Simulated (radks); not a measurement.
Problem. The silicon ion Si4+, [Ne]. All-electron calculation, non-relativistic Kohn-Sham, exchange-only B88, spin-polarised, spherical densities, point nucleus. Program: a radial shooting solver on a logarithmic mesh with Libxc functionals. Every spin shell is full or empty, so the densities are truly spherical. Functionals are evaluated on that one density, not self-consistently. Rank these orbital-free kinetic functionals by their error against the exact value of the orbitals, and give that value: Thomas-Fermi, von Weizsacker, TF + vW, TF + vW/5, LC94, APBEK, revAPBEK, Thakkar, Pearson, LKT, PG1, Ernzerhof.

Solution. Exact: 285.158 hartree. From best to worst, with 100 (|E| - |E exact|)/|E exact| (equal figures are ties): Thakkar +0.09, LC94 +0.25, APBEK +0.37, Ernzerhof +0.45, revAPBEK +0.77, Pearson -1.67, TF + vW/5 +5.33, Thomas-Fermi -7.51, PG1 +27.07, LKT +33.10, von Weizsacker -35.79, TF + vW +56.70.
